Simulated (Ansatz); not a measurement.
`CO[SiH](F)O[SiH2]F`, relaxed with RKS PBE0-D4/def2-TZVP in Ansatz from a GFN2-xTB geometry. The force threshold is 0.005 eV/Å; the program also tests the step.

Charge 0, multiplicity 1.

Start:

```xyz
13

C     1.008   -1.437    1.027
O     1.558   -0.518    0.124
Si    1.105    0.975   -0.245
F     1.937    1.253   -1.575
O    -0.457    1.093   -0.637
Si   -1.955    0.559   -0.863
F    -2.438   -0.013    0.562
H     1.347   -2.432    0.736
H     1.352   -1.220    2.040
H    -0.083   -1.403    1.008
H     1.364    2.002    0.734
H    -2.755    1.728   -1.158
H    -1.984   -0.586   -1.752
```

```tsv
step	energy (eV)	largest force (eV/Å)	largest move (Å)
1	-26413.0111	1.010	0.000
2	-26413.0927	0.526	0.068
3	-26413.1099	0.140	0.048
4	-26413.1125	0.118	0.031
5	-26413.1177	0.084	0.124
6	-26413.1206	0.062	0.071
7	-26413.1225	0.065	0.068
8	-26413.1236	0.186	0.174
9 (rejected)	-26413.1160	0.272	0.163
10	-26413.1267	0.121	0.082
11	-26413.1307	0.033	0.063
12	-26413.1318	0.120	0.101
13	-26413.1330	0.061	0.026
14	-26413.1338	0.006	0.043
15	-26413.1344	0.036	0.092
16	-26413.1347	0.033	0.043
17	-26413.1349	0.015	0.023
18	-26413.1351	0.018	0.051
19	-26413.1352	0.018	0.016
20	-26413.1352	0.010	0.009
21	-26413.1353	0.014	0.020
22	-26413.1353	0.013	0.017
23	-26413.1353	0.007	0.008
24	-26413.1353	0.006	0.006
25	-26413.1353	0.007	0.004
26	-26413.1353	0.006	0.005
27	-26413.1354	0.003	0.005
```

End:

```xyz
13

C     1.002   -1.358    1.209
O     1.439   -0.691    0.042
Si    1.118    0.840   -0.361
F     1.778    1.059   -1.783
O    -0.476    1.121   -0.479
Si   -1.962    0.620   -0.889
F    -2.325   -0.668   -0.019
H     1.477   -2.339    1.233
H     1.289   -0.811    2.113
H    -0.084   -1.491    1.202
H     1.683    1.816    0.583
H    -2.929    1.680   -0.542
H    -2.011    0.222   -2.310
```

Hardware: 2 threads of an AMD EPYC 7R13 on a shared host and a share of an NVIDIA H100 80 GB. Wall time 95 s, peak host memory 0.91 GiB.
